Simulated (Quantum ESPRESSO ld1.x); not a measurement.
Values are calculated unless marked as measured or tabulated.
Orbital energies (hartree) of the gold ion Au43+, [Kr]: non-relativistic, with first-order perturbation theory as ld1.x prints it (mass-velocity, Darwin and spin-orbit terms), and from the self-consistent Dirac equation with open shells shared by 2j + 1. Spin-unpolarised spherical Kohn-Sham, LDA (Slater exchange, VWN5 correlation), point nucleus, ld1.x of Quantum ESPRESSO 7.5.

orbital  non-rel.  first order     Dirac
1s1/2    -2759.25     -3013.27  -3037.76
2s1/2    -523.564     -592.154  -598.287
2p1/2    -506.532     -573.281  -577.037
2p3/2    -506.532     -519.556  -509.578
3s1/2    -177.299     -195.773  -196.540
3p1/2    -169.473     -187.022  -187.205
3p3/2    -169.473     -174.921  -171.851
3d3/2    -155.103     -159.910  -156.685
3d5/2    -155.103     -156.640  -153.349
4s1/2    -84.5246     -90.9913  -91.1350
4p1/2    -81.0683     -87.1291  -87.0928
4p3/2    -81.0683     -83.1657  -82.1432

First order keeps the non-relativistic potential frozen, so it lacks the indirect effect: the contracted s and p shells screen the nucleus better and push d and f levels up in the self-consistent Dirac solution.
